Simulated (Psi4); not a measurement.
HClGe (SMILES [Cl][GeH]), singlet, geometry from GFN2-xTB. Base run: B3LYP/cc-pVDZ in Psi4.

Here is a job for Psi4.
```
memory 2 GB

molecule {
0 1
  Ge    0.49553809   -0.14955450    0.50339780
  H     1.70367317   -0.31521824   -0.63492555
  Cl   -1.03299366    0.30005659   -0.91022377
}

set basis cc-pvdz

energy('b3lyp')
print_variables()
```

The job was repeated with other settings on one machine. Differences are taken from the largest basis of the cc-pVXZ family in the series, which isn't the basis-set limit (cc-pV5Z: -2537.953365 Eh). The cheapest run took about 7 core-seconds (a rough figure).

| setting | basis functions | cost, times the cheapest (rough) | difference in total energy (mEh) |
|---|---|---|---|
| cc-pVDZ | 50 | 1 | 210.07 |
| cc-pVTZ | 91 | 2 | 15.14 |
| cc-pVQZ | 157 | 2 | 7.47 |
| cc-pV5Z | 254 | 5 | reference |

Times come from a shared machine, hold the start-up and are rough. Total energies converge more slowly with the basis than energy differences do.
